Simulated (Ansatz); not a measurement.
A nudged elastic band was laid between two geometries of FGeH3O2 + H2O (10 atoms, charge 0, multiplicity 1).

All numbers below come from RKS B3LYP/def2-SVP in Ansatz.

```yaml
movable_images: 5
climbing_image: yes
spring: 5.0 eV/Å²
optimiser: quadratic models (default)
start_path: through a guess of the saddle point
force_threshold: 0.05 eV/Å
iteration_limit: 60
end_points: relaxed
```

Image 0:

```xyz
10
Properties=species:S:1:pos:R:3
Ge -0.096 -0.018 0.007
F -0.358 -0.225 1.735
O 1.635 -0.220 -0.375
H 1.774 -1.102 -0.752
H -0.809 1.180 -0.594
O -0.817 -1.520 -0.628
H -1.141 -2.091 0.083
O 1.183 1.899 1.119
H 1.995 1.457 0.818
H 1.042 1.551 2.013
```

Image 6:

```xyz
10
Properties=species:S:1:pos:R:3
Ge 0.237 0.341 -0.554
F -0.034 -0.520 2.597
O 1.762 -0.285 -1.206
H 1.977 -1.166 -0.867
H -0.389 1.252 -1.604
O -0.842 -0.918 0.019
H -0.748 -1.032 0.988
O 0.648 1.273 0.959
H 1.522 1.687 0.932
H 0.275 0.278 2.163
```

Problem. What changes between the two ends?

Solution. Bonds broken: Ge1–F2, O8–H10. Bonds formed: Ge1–O8, F2–H10. FGeH3O2 + H2O becomes FH + GeH4O3.

Problem. What energy profile does the band end with?

Solution. The forces met the threshold. The highest image is number 3 of 0 to 6, 0.79 eV above the first end and 0.65 eV above the last; the last end lies 0.14 eV above the first. A vibrational analysis at the climbing image gives one clearly imaginary mode, 427i cm⁻¹: a first-order saddle point. The orbitals stay closed-shell, which can raise the energy where a bond breaks towards radicals; this wasn't checked here.

```
image  path coordinate (Å)  energy (eV)  Ge1–F2 (Å)  O8–H10 (Å)  Ge1–O8 (Å)
    0                 0.00         0.00        1.76        0.97        2.56
    1                 0.87         0.16        1.79        0.97        2.40
    2                 1.74         0.48        1.85        0.98        2.19
    3                 2.61         0.79        2.12        1.10        1.96
    4                 3.73         0.18        2.99        1.61        1.82
    5                 4.84         0.15        3.27        1.61        1.82
    6                 5.96         0.14        3.28        1.61        1.82
```

Problem. What is the geometry of the highest image?

Solution. 
```xyz
10
Properties=species:S:1:pos:R:3
Ge 0.176 0.211 -0.182
F -0.908 0.438 1.623
O 1.629 0.035 -1.207
H 1.840 -0.902 -1.328
H -0.765 1.187 -0.871
O -0.148 -1.511 0.094
H -0.785 -1.576 0.823
O 1.129 1.221 1.206
H 1.992 0.858 1.454
H 0.248 0.951 1.815
```

Problem. What are the harmonic wavenumbers there?

Solution. 427i, 77, 206, 242, 258, 309, 413, 500, 519, 589, 670, 698, 720, 758, 805, 902, 940, 1097, 1312, 2097, 2231, 3799, 3816, 3828 cm⁻¹.

The band took 17 iterations and roughly 8 core-minutes.

Time of the run: 2.2 min on 4 threads of Arm Neoverse V2, on a shared host, peak memory 0.28 GiB.
